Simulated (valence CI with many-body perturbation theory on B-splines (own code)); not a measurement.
# Questions on Mo II

Level of theory: relativistic CI+MBPT: five valence electrons over a frozen Dirac-Fock core [Kr], radial functions for each j: 7 s, 7 p, 8 d, 6 f, 4 g, 1 h, with the one-electron correlation potential Σ1 (screened to all orders), the two-electron term Σ2, the three-electron term Σ3, Breit, model QED; selected single and double excitations, second order for the rest, scaled by the run's own slope (own B-spline code, finite nucleus).

Set against measurement, 9 paired levels are off by 438 cm⁻¹ on average, the worst by 760. These come from a selection out of the NIST Handbook of Basic Atomic Spectroscopic Data. Levels without a partner in it may be off by more, other configurations by 1,000 to 4,000 cm⁻¹. Among the levels kept, up to 2700 cm⁻¹ of a level comes from second order outside the variational space, and about a tenth of that is noise between levels of different J, which matters for small intervals. Only levels of the ground parity were solved; by the run's estimate the other parity begins above the list, which can be wrong where configurations are misplaced.

Rates and lifetimes use the calculated energies. Strong lines usually hold to 10 to 20 %, long lifetimes can be off by a factor of two.

Question: What is the ground level?

Answer: 4d⁵ ⁶S_5/2, composition 98 % 4d⁵ ⁶S, g = 2.000.

Question: How well does LS coupling describe the low levels?

Answer: Among the lowest 20 levels the leading LS term, summed over configurations, holds 83 % on average. For single configurations the figures are 75 % in LS and 45 % in jj coupling. Terms mix most in the J = 3/2 level at 15920 cm⁻¹, where the leading one holds 51 %.

Question: What is the ionisation energy?

Answer: 15.754 eV; NIST lists 16.16 ± 0.12 eV (semi-empirical).

Question: What are the static dipole polarisabilities of the lowest levels?

Answer: 4d⁵ ⁶S_5/2 19.9; 4d⁴5s ⁶D_1/2 42.6; 4d⁴5s ⁶D_3/2 43.5 (tensor 0.17); 4d⁴5s ⁶D_5/2 44.4 bohr³, of which the core gives 1.79.
